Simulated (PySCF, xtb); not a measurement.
C3H3, SMILES c1c[cH+]1, charge +1.

Harmonic wavenumbers (cm⁻¹) from GFN2-xTB in xtb at its own minimum, in rising order: 796, 847, 847, 876, 876, 886, 1225, 1225, 1721, 3115, 3115, 3170.

Question: What does PBE0-D3(BJ)/def2-TZVP (PySCF) give at its own minimum? (The exact figures need the calculation; the answer reports its results.)

Answer: 779, 940, 940, 1030, 1030, 1048, 1344, 1344, 1685, 3256, 3256, 3305. Paired by order, the mean absolute difference is 114 cm⁻¹ and the zero-point energies are 26.7 and 28.5 kcal/mol.
